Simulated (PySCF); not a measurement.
## Radial density of Sc (scandium, neutral)

r2SCAN0, [Ar] 3d1 4s1 4p1, one real determinant (an excited configuration). Computed with PySCF 2.14 in aug-cc-pwCVTZ-DK with one added diffuse shell each of s, p, d, f, g type (11s10p8d5f4g, 152 functions), with the spin-free X2C one-electron Hamiltonian (Gaussian nucleus).

| r (bohr) | 4πr²ρ (e/bohr) | 4πr²(ρα − ρβ) |
| --- | --- | --- |
| 0.00131 | 0.1678 | 0.0001 |
| 0.00220 | 0.4304 | 0.0002 |
| 0.00370 | 1.081 | 0.0004 |
| 0.00622 | 2.617 | 0.0010 |
| 0.0105 | 5.951 | 0.0023 |
| 0.0176 | 12.10 | 0.0046 |
| 0.0296 | 20.29 | 0.0071 |
| 0.0498 | 24.87 | 0.0068 |
| 0.0838 | 20.57 | 0.0032 |
| 0.141 | 19.44 | 0.0159 |
| 0.237 | 26.39 | 0.0514 |
| 0.399 | 14.83 | 0.1245 |
| 0.671 | 7.161 | 0.4572 |
| 1.13 | 8.054 | 0.5685 |
| 1.90 | 2.000 | 0.4964 |
| 3.19 | 0.7048 | 0.6715 |
| 5.37 | 0.2819 | 0.2819 |
| 9.03 | 0.01856 | 0.0186 |
| 15.2 | 6.657e-05 | 0.0001 |

Densities and radii are taken from the X2C orbitals without a picture-change correction, which distorts them close to the nucleus.

⟨L²⟩ = 8.05 against 12 for a pure F term, so this real determinant mixes terms.
